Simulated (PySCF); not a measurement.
A side-by-side comparison of computed properties.

First species: CH7FSi2.
SMILES: `C[SiH2][SiH2]F`

Second species: C7H5Cl.
SMILES: `C#C/C=C(\Cl)C#CC`

Levels: CAM-B3LYP/def2-SVPD for dipole moment, HOMO energy, LUMO energy, HOMO–LUMO gap, static isotropic polarisability and electronic spatial extent ⟨r²⟩ about the centre of nuclear charge; TDDFT CAM-B3LYP/def2-SVPD for lowest singlet excitation; TDA CAM-B3LYP/def2-SVPD for lowest triplet excitation (Tamm–Dancoff); GFN2-xTB for rotational constant A and rotational constant C. Geometries: GFN2-xTB. All species are isolated and taken at one optimised geometry, non-relativistic unless stated; the electronic structure was computed with PySCF and density fitting.

The conformers computed, where there is a choice (atom-mapped SMILES and torsion angles):
- `[CH3:1][SiH2:2][SiH2:3][F:4]`: C1–Si2–Si3–F4 159°

Values for the first species:

- Dipole moment: 2.38 D
- HOMO energy: -9.75 eV
- LUMO energy: 0.09 eV
- HOMO–LUMO gap: 9.84 eV
- Lowest singlet excitation: 6.37 eV
- Lowest triplet excitation (Tamm–Dancoff): 5.60 eV
- Static isotropic polarisability: 67.7 au
- Electronic spatial extent ⟨r²⟩ about the centre of nuclear charge: 697 bohr²
- Rotational constant A: 10.476 GHz
- Rotational constant C: 1.770 GHz

(1) Estimate the same properties for the second species, and the change in each.

## Answers

(1) 
```json
{"property": "dipole moment", "first": "2.38 D", "second": "2.25 D", "second less first": "-0.13 D"}
{"property": "HOMO energy", "first": "-9.75 eV", "second": "-7.84 eV", "second less first": "+1.91 eV"}
{"property": "LUMO energy", "first": "0.09 eV", "second": "-0.70 eV", "second less first": "-0.79 eV"}
{"property": "HOMO–LUMO gap", "first": "9.84 eV", "second": "7.14 eV", "second less first": "-2.70 eV"}
{"property": "lowest singlet excitation", "first": "6.37 eV", "second": "4.72 eV", "second less first": "-1.65 eV"}
{"property": "lowest triplet excitation (Tamm–Dancoff)", "first": "5.60 eV", "second": "2.72 eV", "second less first": "-2.88 eV"}
{"property": "static isotropic polarisability", "first": "67.7 au", "second": "107.7 au", "second less first": "+40.0 au"}
{"property": "electronic spatial extent ⟨r²⟩ about the centre of nuclear charge", "first": "697 bohr²", "second": "1571 bohr²", "second less first": "+874 bohr²"}
{"property": "rotational constant A", "first": "10.476 GHz", "second": "3.812 GHz", "second less first": "-6.664 GHz"}
{"property": "rotational constant C", "first": "1.770 GHz", "second": "0.688 GHz", "second less first": "-1.082 GHz"}
```

On the first: A dipole of 2.38 D is allowed in C1, and pure rotational transitions are dipole-allowed. In atomic units the dipole is 0.94 e·bohr (1 au = 2.5417 D).

On the second: The vertical singlet–triplet gap S1 − T1 is 2.00 eV (TDDFT singlet less Tamm–Dancoff triplet; S1: HOMO→LUMO, weight 0.93; T1: HOMO→LUMO, weight 0.94). The dipole equals about 7.5 × 10⁻³⁰ C·m (1 D = 3.33564 × 10⁻³⁰ C·m).
